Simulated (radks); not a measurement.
Results of a calculation; reference values are marked as such.
Ionisation of Pm, [Xe] 4f5 6s2, to Pm+, [Xe] 4f5 6s1, under several functionals. Scalar-relativistic Kohn-Sham, spin-polarised, spherical densities, point nucleus; open shells are filled with parallel spins first (spin-orbit coupling, left out, can overturn this in heavy ions); a radial shooting solver on a logarithmic mesh with Libxc functionals.

functional,E(Pm) (hartree),Exc (hartree),IE (eV),-e(HOMO) (eV),<r> HOMO (bohr),IE error (eV)
HCTH/407,-10026.7708,-235.1742,5.985,3.398,4.553,+0.403
XLYP,-10022.2087,-230.3073,5.593,2.892,1.044,+0.011
exchange-only LDA,-10007.6882,-215.6861,4.664,2.173,1.050,-0.918
"LDA (Slater exchange, Perdew-Wang correlation)",-10013.6579,-221.7362,5.729,3.302,1.042,+0.147
BLYP,-10021.4926,-229.5876,5.540,2.874,1.044,-0.042
PBEsol,-10017.1171,-225.2015,5.492,3.187,1.042,-0.090
RPBE,-10021.1102,-229.2179,5.473,3.158,1.041,-0.109

NIST Atomic Spectra Database: 5.582 eV (measured). Closest: XLYP. The Delta-SCF values span 1.32 eV, the total energies 19.08 hartree. The highest occupied level is 6s. Open shells are spherical and high-spin; term and fine-structure splittings are not resolved. Spin-orbit splitting is averaged out at the scalar-relativistic level.
